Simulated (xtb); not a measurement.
Si(Cl)2(vinyl)(OH) (C₂H₄Cl₂OSi), SMILES Cl[Si](C=C)(Cl)O. All values are semi-empirical tight-binding results from xtb (GFN2-xTB unless named), good for trends rather than for accurate numbers. Coordinates come from a GFN2-xTB optimisation. The values are those of a single conformer.

```
Item                                              Result
-----------------------------------------  -------------
point group as xtb finds it                           Cs
orbital gap                                      4.63 eV
dipole moment                                     1.90 D
zero-point energy                          36.5 kcal/mol
G − E(el) at 298.15 K (modified RRHO)      14.9 kcal/mol
static polarisability (D4 model)              86.8 bohr³
solvation energy, GFN2-xTB/ALPB(water)     -6.4 kcal/mol
solvation energy, GFN2-xTB/ALPB(methanol)  -8.2 kcal/mol
```
